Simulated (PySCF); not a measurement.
# CsRb⁻: one state, many levels of theory

State: ²Σ⁺ (doublet), unpaired electrons σ ↑. Set-up: basis Cs def2-SVPD with ECP46, Rb def2-SVPD with ECP28; scalar-relativistic core potentials; PySCF 2.14. De refers to Cs + Rb⁻ in their ground configurations, without counterpoise correction. The functionals are run spin-unrestricted. A positive dipole points towards Rb; it is taken about the centre of mass and depends on that origin. Levels whose curve was spin-contaminated or gave no clean fit are not listed.

| Level | Re (Å) | ωe (cm⁻¹) | De (eV) | μ (D) | CPU s a point (SCF and correlation, without the integrals) |
| --- | --- | --- | --- | --- | --- |
| ROHF-MP2 | 5.056 | 31.0 | n/a | n/a | 0.17 |
| ROHF-SCS-MP2 | 5.147 | 29.7 | n/a | n/a | n/a |
| ROHF-CCSD | 5.168 | 29.3 | 0.399 | n/a | n/a |
| ROHF-CCSD(T) | 5.148 | 29.5 | 0.437 | n/a | 8.8 |
| PBE | 5.034 | 30.0 | 0.56 | -1.98 | 0.41 |
| PBE0 | 5.085 | 30.3 | 0.52 | -1.98 | 0.65 |
| M06 | 4.613 | 36.5 | 0.60 | -2.18 | 0.59 |

(1) Which functional lies closest to ROHF-CCSD(T) in De, which farthest, and by how much do they differ from it?

(2) What does the triples do here, going from ROHF-CCSD to ROHF-CCSD(T)?

Correlated steps freeze no core orbitals. Correlated levels converge slowly with the basis: in double zeta they bind strong bonds too weakly, by up to about 1 eV, and carry superposition errors of some tenths. Spin–orbit coupling is left out. For an ion De counts to the pair picked by the measured ionisation energies or electron affinities, which need not be the lowest pair at this level. The highest Kohn–Sham level is positive in this anion. Much of that is self-interaction error, but it also means that the finite basis helps to hold the extra electron. The state was picked by a PBE0 search and need not be the measured ground state.

The whole job (state search and all levels along the bond) took about 2.4 min on 1 thread of Intel Xeon 6975P-C (shared host), peak memory 0.84 GiB.

## Answers

(1) Closest is PBE0 (-6.3 pm in Re, +2.7 % in ωe, +0.08 eV in De against ROHF-CCSD(T) in the same basis), farthest M06 (-53.5 pm in Re, +23.7 % in ωe, +0.16 eV in De). CCSD(T) converges more slowly with the basis than the functionals do and binds too weakly in this one, so the order can change at the basis-set limit.

(2) ROHF-CCSD(T) less ROHF-CCSD: -2.0 pm in Re, +0.7 % in ωe, +0.04 eV in De. Correlation nearly always deepens the well. The bond shortens, as in weak, metallic or heavy-atom bonds, where dispersion and the correlation of outer-core electrons pull the atoms together.
